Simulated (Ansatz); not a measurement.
One geometry of BiH2(CF3) (CH2BiF3), several levels of theory.

```yaml
crystal:
  periodic: [false, false, false]
  atoms:
    - {symbol: Bi, position_ang: [0.534474, 0.977613, 1.131670]}
    - {symbol: H, position_ang: [1.991519, 0.914600, 0.079088]}
    - {symbol: H, position_ang: [-0.207099, 2.189490, 0.029035]}
    - {symbol: C, position_ang: [-0.424301, -0.738902, -0.127697]}
    - {symbol: F, position_ang: [-0.395311, -0.530618, -1.450289]}
    - {symbol: F, position_ang: [-1.713387, -0.911745, 0.225335]}
    - {symbol: F, position_ang: [0.214105, -1.900437, 0.112847]}
basis:
  gaussian: {orbitals: def2-TZVP, initial_orbitals: start.molden}
magnetization: {spin_polarized: true, initial_magnetization: 2}
hamiltonian: {xc: pbe, dispersion: d4}
scf: {omitted_lower_state_checks: [starts]}
output: {orbitals: {seedname: orbitals}}
```

The file start.molden holds the orbitals of an earlier run on this structure, at another level or in another basis.

```sh
$ ansatz run in.yaml --threads 4 --pin off --events-out ev --progress --plain --max-ram 3916MiB
```

Shortened log:

```
Functional definition: PBE
1096 factors; their error is unknown
mean field evaluation 1: about -15051.4719 eV, gradient 8.1e0 eV
mean field evaluation 2: about -15051.6391 eV, gradient 2.0e-1 eV
mean field evaluation 4: about -15051.6211 eV, gradient 3.7e-3 eV
mean field -15051.62114597 eV, -553.1368747591 hartree, gradient 6.8e-5 eV, S^2 2.004565; 0 other end points of the search recorded, 0 dependent functions left out
reference -15051.62118828 eV, -553.1368763141 hartree; 30, 28 occupied and 156, 158 virtual orbitals, 1096 factors
Total energy: -15051.77442808 eV, -553.1425077727 hartree
Checks for a lower state left out: starts
```

Run time 5 s (4 threads of Intel Xeon on a shared host).

First input, but with `gaussian: {orbitals: def2-TZVP}`, `hamiltonian: {xc: pbe0, dispersion: d4}` (abridged; 8.5 s):

```
Functional definition: PBE0
mean field evaluation 16: about -15050.6872 eV, gradient 3.1e-3 eV
mean field -15050.68722468 eV, -553.1025537847 hartree, gradient 3.1e-5 eV, S^2 2.008340
Total energy: -15050.81607101 eV, -553.1072888000 hartree
Checks for a lower state left out: starts
```

As the first input, with `hamiltonian: {xc: r2scan, dispersion: d4}` (abridged; 9.6 s):

```
Functional definition: r2SCAN
mean field -15058.60420543 eV, -553.3934974611 hartree, gradient 7.2e-5 eV, S^2 2.010443
Total energy: -15058.63879961 eV, -553.3947687737 hartree
Checks for a lower state left out: starts
```

Geometry: r2SCAN-D4/def2-SVP, that of the neutral singlet.

In the def2 sets Bi takes a core potential; there is no spin–orbit coupling. At PBE0-D4/def2-TZVP a singlet of charge 0 lies 4.54 eV below the triplet at the same geometry.
